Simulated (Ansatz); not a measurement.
Ideal-gas functions of `[OH][Ga]([SH])[SH]` at 400 K and 1 bar, from an Ansatz frequency run at PBE0-D4/def2-TZVP.

Molar mass 152.88 g/mol, point group Cs (symmetry number 1), electronic degeneracy 1, moments of inertia 120.736, 247.505, 368.24 u Å². Harmonic wavenumbers (cm⁻¹, unscaled): 105, 154, 162, 166, 265, 302, 377, 444, 670, 692, 728, 837, 2707, 2713, 3905.

Use S(trans) = R[1.5 ln M + 2.5 ln T − 1.1517]; rotational temperatures θ = 24.2544 K / I; S(rot) = R[ln(√π/σ · √(T³/θAθBθC)) + 1.5]; for each mode x = 1.438777 ν̃/T, S = R[x/(eˣ − 1) − ln(1 − e⁻ˣ)] and H = RT x/(eˣ − 1); 1 cm⁻¹ = 0.0119627 kJ/mol; R = 8.31446 J/(mol·K).

Q: By hand: the entropy, in J/(mol·K).

A: Translation 177.7. Rotation: θ = 0.2009, 0.098, 0.0659 K, giving 119.6. Vibration, mode by mode: 16.46, 13.33, 12.92, 12.72, 9.02, 8.02, 6.39, 5.25, 2.76, 2.59, 2.34, 1.72, 0.01, 0.01, 0.00, in all 93.5. Electronic 0.0. Sum 390.8 J/(mol·K).

Q: By hand: H − E and G − E in kJ/mol, counted from the electronic energy.

A: Zero-point energy ½ × 14227 × 0.0119627 = 85.1; thermal vibration 19.6; translation, rotation and pV give 4 RT = 13.3. H − E = 118.0 kJ/mol, and G − E = 118.0 − 400 × 390.8/1000 = -38.3 kJ/mol.

Vibration gives 24 % of the entropy, 16.5 J/(mol·K) of it from the mode under 150 cm⁻¹: soft modes count most, and the harmonic formula is weakest for them. The sum counts one conformer and one mirror image; others add a mixing term.
